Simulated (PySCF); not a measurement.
Species: C₈H₉FOSi.
Atom-mapped SMILES: `[CH3:1][c:2]1[cH:3][cH:4][c:5]([SiH3:6])[c:7]([C:8](=[O:9])[F:10])[cH:11]1`

Geometry (GFN2-xTB, Å), atoms numbered from 1 in this order:
```xyz
20
C8H9FOSi angstrom
C      3.1389    0.2471   -0.5256
C      1.6770    0.0033   -0.3187
C      1.1013   -1.2155   -0.6732
C     -0.2518   -1.4452   -0.5023
C     -1.0933   -0.4774    0.0297
Si    -2.9469   -0.7890    0.2804
C     -0.5076    0.7457    0.3830
C     -1.3875    1.7517    0.9375
O     -2.5614    1.6713    1.1308
F     -0.7599    2.9178    1.2653
C      0.8574    0.9841    0.2114
H      3.7161   -0.6407   -0.2777
H      3.3302    0.4892   -1.5712
H      3.4850    1.0771    0.0848
H      1.7280   -1.9934   -1.0864
H     -0.6670   -2.4006   -0.7868
H     -3.1220   -2.1705   -0.2017
H     -3.2777   -0.7694    1.7001
H     -3.7366    0.0851   -0.5786
H      1.2728    1.9399    0.4964
```

Definitions: NICS(0) = −σiso at the ring centroid; NICS(1) = −σiso and NICS(1)zz = −σzz at ±1 Å along the ring normal z. Level: GIAO PBE0/pcSseg-1 (PySCF, non-relativistic, gas phase) on the GFN2-xTB geometry, one conformer.

Ring bond lengths (Å), with Mayer bond orders in brackets: C2–C3 1.394 (1.39), C3–C4 1.383 (1.44), C4–C5 1.388 (1.45), C5–C7 1.401 (1.31), C7–C11 1.396 (1.34), C11–C2 1.384 (1.39).

Q: What do the NICS probes read (ppm)?

A: 
```csv
ring,type,NICS(0),"NICS(1), two faces","NICS(1)zz, two faces",rms pucker (Å),"centre to ring atoms, mean (Å)"
C2–C3–C4–C5–C7–C11,6-membered carbocycle; formal bonds all aromatic,-7.9,-11.2 / -11.1,-27.2 / -26.9,0.00,1.39
```

Q: What can be read from them?

A: 
- C2–C3–C4–C5–C7–C11: mean NICS(1)zz -27.1 ppm, shielded. The ring is flat and has no four-coordinate atom; by the NICS criterion it is aromatic.

Q: How equal are the bonds by HOMA? HOMA = 1 − mean of α(R − Ropt)² over the ring bonds, with Krygowski's 1993 parameters (CC: Ropt 1.388 Å, α 257.7 Å⁻²).

A: 
- C2–C3–C4–C5–C7–C11: HOMA 0.99 = 1 − EN − GEO, with mean bond length 1.391 Å, EN = α(Ropt − mean)² = 0.002 and GEO = α × variance = 0.011. The geometric and the magnetic index point the same way.
